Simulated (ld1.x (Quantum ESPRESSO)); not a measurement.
# Transferability test, TM potential for cadmium

```json
{
  "Element": "cadmium (Cd)",
  "Generator": "ld1.x (Quantum ESPRESSO) 7.5",
  "Type": "norm-conserving Troullier–Martins (Kleinman–Bylander form)",
  "Functional": "PW91",
  "Relativity": "scalar-relativistic",
  "Frozen core": "[Kr] 4d10",
  "Valence charge": "2",
  "Reference configuration": "5s2 5p0",
  "Partial waves": "5p (bound, empty): rc 3.65 bohr; 5d channel at 0.05 Ry: rc 3.75 bohr; 5s (bound): rc 2.20 bohr",
  "Local potential": "the s channel",
  "Core correction": "a·sin(br)/r model core, default radius (core density twice the valence density)"
}
```

Energies are relative to the spin-unpolarised reference configuration 5s2 5p0; without spin polarisation the order of configurations can differ from experiment.

| valence configuration | charge | ΔE all-electron (eV) | error AE − PS (meV) |
| --- | --- | --- | --- |
| 5s1 5p0 | +1 | 9.345 | -121 |
| 5s1 5p1 | 0 | 4.699 | -28 |
| 5s0 5p1 | +1 | 15.158 | -226 |

(1) What are ΔE and the potential's error for 5s1.5 5p0?

(2) What are ΔE and the potential's error for 5s0 5p2?

Levels in the configuration 5s0 5p1:

| level | all-electron (eV) | pseudo (eV) |
| --- | --- | --- |
| 5p | -8.216 | -8.450 |

Results:

(1) ΔE = 3.746 eV all-electron; the error (AE − PS) is -25 meV.

(2) ΔE = 9.739 eV all-electron; the error (AE − PS) is -99 meV.
